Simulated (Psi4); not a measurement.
C2H8SSi (SMILES C[SiH](C)S), singlet, geometry from GFN2-xTB; Psi4 1.11 with PBE/6-311+G(2d,p).

Here is a job for Psi4.
```
memory 2 GB

molecule mol {
0 1
  Si   -0.022695   -0.565076    0.196186
  C    -1.454908   -0.938382   -0.994426
  C     1.647757   -0.935963   -0.628547
  S    -0.090334    1.529662    0.755923
  H    -0.174107   -1.233329    1.484584
  H    -1.352631   -0.393098   -1.929814
  H    -2.411170   -0.663385   -0.558557
  H    -1.492017   -1.996515   -1.233949
  H     2.475975   -0.659574    0.017755
  H     1.765031   -0.390667   -1.562167
  H     1.741192   -1.993994   -0.852676
  H     0.053703    2.013102   -0.468713
}

set basis 6-311+g(2d,p)
set reference rks

energy('pbe')
print_variables()
```

What the program printed (banner, timings and long lists left out):

```
   => Loading Basis Set <=

    Name: 6-311+G(2D,P)
    Role: ORBITAL
    Keyword: BASIS

         ---------------------------------------------------------
                                   SCF
               by Justin Turney, Rob Parrish, Andy Simmonett
                          and Daniel G. A. Smith
                              RKS Reference
         ---------------------------------------------------------

  ==> Geometry <==

    Molecular point group: c1
    Full point group: C1

    Geometry (in Angstrom), charge = 0, multiplicity = 1:

       Center              X                  Y                   Z               Mass
    ------------   -----------------  -----------------  -----------------  -----------------
         SI          -0.016193693027    -0.622092326401     0.141432501123    27.976926534650
         C           -1.448406693027    -0.995398326401    -1.049179498877    12.000000000000
         C            1.654258306973    -0.992979326401    -0.683300498877    12.000000000000
         S           -0.083832693027     1.472645673599     0.701169501123    31.972071174400
         H           -0.167605693027    -1.290345326401     1.429830501123     1.007825032230
         H           -1.346129693027    -0.450114326401    -1.984567498877     1.007825032230
         H           -2.404668693027    -0.720401326401    -0.613310498877     1.007825032230
         H           -1.485515693027    -2.053531326401    -1.288702498877     1.007825032230
         H            2.482476306973    -0.716590326401    -0.036998498877     1.007825032230
         H            1.771532306973    -0.447683326401    -1.616920498877     1.007825032230
         H            1.747693306973    -2.051010326401    -0.907429498877     1.007825032230
         H            0.060204306973     1.956085673599    -0.523466498877     1.007825032230

  Running in c1 symmetry.

  Rotational constants: A =      0.17256  B =      0.10167  C =      0.07321 [cm^-1]
  Rotational constants: A =   5173.36107  B =   3047.98987  C =   2194.78728 [MHz]
  Nuclear repulsion =  218.797235363350808

  Charge       = 0
  Multiplicity = 1
  Electrons    = 50
  Nalpha       = 25
  Nbeta        = 25

  ==> Algorithm <==

  SCF Algorithm Type is DF.
  DIIS enabled.
  MOM disabled.
  Fractional occupation disabled.
  Guess Type is SAD.
  Energy threshold   = 1.00e-06
  Density threshold  = 1.00e-06
  Integral threshold = 1.00e-12

  ==> Primary Basis <==

  Basis Set: 6-311+G(2D,P)
    Blend: 6-311+G(2D,P)
    Number of shells: 84
    Number of basis functions: 172
    Number of Cartesian functions: 180
    Spherical Harmonics?: true
    Max angular momentum: 2

  ==> DFT Potential <==

   => LibXC <=

    Version 7.1.2
    S. Lehtola, C. Steigemann, M. J. T. Oliveira, and M. A. L. Marques,  SoftwareX 7, 1–5 (2018) (10.1016/j.softx.2017.11.002)

   => Composite Functional: PBE <=

    PBE GGA Exchange-Correlation Functional

    J.P. Perdew et. al., Phys. Rev. Lett., 77(18), 3865-3868, 1996

    Deriv               =              1
    GGA                 =           TRUE
    Meta                =          FALSE

    Exchange Hybrid     =          FALSE
    MP2 Hybrid          =          FALSE

   => Exchange Functionals <=

    1.0000     XC_GGA_X_PBE

   => Correlation Functionals <=

    1.0000     XC_GGA_C_PBE

   => LibXC Density Thresholds  <==

    XC_GGA_C_PBE:  1.00E-12
    XC_GGA_X_PBE:  1.00E-15

   => Molecular Quadrature <=

    Radial Scheme          =       TREUTLER
    Pruning Scheme         =           NONE
    Nuclear Scheme         =       TREUTLER

    Blocking Scheme        =         OCTREE
    BS radius alpha        =              1
    Pruning alpha          =              1
    Radial Points          =             75
    Spherical Points       =            302
    Total Points           =         258894
    Total Blocks           =           1961
    Max Points             =            256
    Max Functions          =            171
    Weights Tolerance      =       1.00E-15

   => Loading Basis Set <=

    Name: (6-311+G(2D,P) AUX)
    Role: JKFIT
    Keyword: DF_BASIS_SCF

  ==> Integral Setup <==

  SCF_SUBTYPE=INCORE selected. In-core MEM_DF algorithm will be used.
  Using in-core AOs.

  ==> MemDFJK: Density-Fitted J/K Matrices <==

    J tasked:                   Yes
    K tasked:                    No
    wK tasked:                   No
    Algorithm:                 Core
    Schwarz Cutoff:           1E-12
    Mask sparsity (%):       3.6439
    Fitting Condition:        1E-10

   => Auxiliary Basis Set <=

  Basis Set: (6-311+G(2D,P) AUX)
    Blend: HEAVY-AUG-CC-PVTZ-JKFIT
    Number of shells: 224
    Number of basis functions: 740
    Number of Cartesian functions: 902
    Spherical Harmonics?: true
    Max angular momentum: 4

  Minimum eigenvalue in the overlap matrix is 2.7584423736E-04.
  Reciprocal condition number of the overlap matrix is 2.9010647786E-05.
    Using symmetric orthogonalization.

  ==> Pre-Iterations <==

  SCF Guess: Superposition of Atomic Densities via on-the-fly atomic UHF (no occupation information).

   -------------------------
    Irrep   Nso     Nmo
   -------------------------
     A        172     172
   -------------------------
    Total     172     172
   -------------------------

  ==> Iterations <==

                           Total Energy        Delta E     RMS |[F,P]|

   @DF-RKS iter SAD:  -767.69873967551450   -7.67699e+02   0.00000e+00
   @DF-RKS iter   1:  -767.58294153512361    1.15798e-01   7.57292e-03 DIIS/ADIIS
   @DF-RKS iter   2:  -766.41644860102474    1.16649e+00   9.87345e-03 DIIS/ADIIS
   @DF-RKS iter   3:  -768.31754573354510   -1.90110e+00   1.54360e-03 DIIS/ADIIS
   @DF-RKS iter   4:  -768.34662489583980   -2.90792e-02   9.54717e-04 DIIS/ADIIS
   @DF-RKS iter   5:  -768.36132632234558   -1.47014e-02   1.90100e-04 DIIS/ADIIS
   @DF-RKS iter   6:  -768.36182430721112   -4.97985e-04   3.36630e-05 DIIS
   @DF-RKS iter   7:  -768.36184348608515   -1.91789e-05   1.31456e-05 DIIS
   @DF-RKS iter   8:  -768.36184655531565   -3.06923e-06   4.57756e-06 DIIS
   @DF-RKS iter   9:  -768.36184693034386   -3.75028e-07   5.85391e-07 DIIS
  Energy and wave function converged.

  ==> Post-Iterations <==

   Electrons on quadrature grid:
      Ntotal   =   49.9999456864 ; deviation = -5.431e-05

    Orbital Energies [Eh]
    ---------------------

    Doubly Occupied:

[...]
      25A     -0.215916

    Virtual:

[...]
    Final Occupation by Irrep:
              A
    DOCC [    25 ]
    NA   [    25 ]
    NB   [    25 ]

  @DF-RKS Final Energy:  -768.36184693034386

   => Energetics <=

    Nuclear Repulsion Energy =            218.7972353633508078
    One-Electron Energy =               -1494.5279738234876277
    Two-Electron Energy =                 567.4171910942413888
    DFT Exchange-Correlation Energy =     -60.0482995644484845
    Empirical Dispersion Energy =           0.0000000000000000
    VV10 Nonlocal Energy =                  0.0000000000000000
    Total Energy =                       -768.3618469303438587

Computation Completed

Properties will be evaluated at   0.000000,   0.000000,   0.000000 [a0]

Properties computed using the SCF density matrix

 Multipole Moments:

 ------------------------------------------------------------------------------------
     Multipole            Electronic (a.u.)      Nuclear  (a.u.)        Total (a.u.)
 ------------------------------------------------------------------------------------

 L = 1.  Multiply by 2.5417464519 to convert [e a0] to [Debye]
 Dipole X            :         -0.5377141            0.6142769            0.0765628
 Dipole Y            :          4.8847915           -5.3872659           -0.5024744
 Dipole Z            :          4.5275194           -5.1734615           -0.6459421
 Magnitude           :                                                    0.8219389

 ------------------------------------------------------------------------------------

  Variable Map:
  ----------------------------------------------------------------------------
[...]
  Array Variable Map:
  ----------------------------------------------------------------------------
[...]
[...]
```
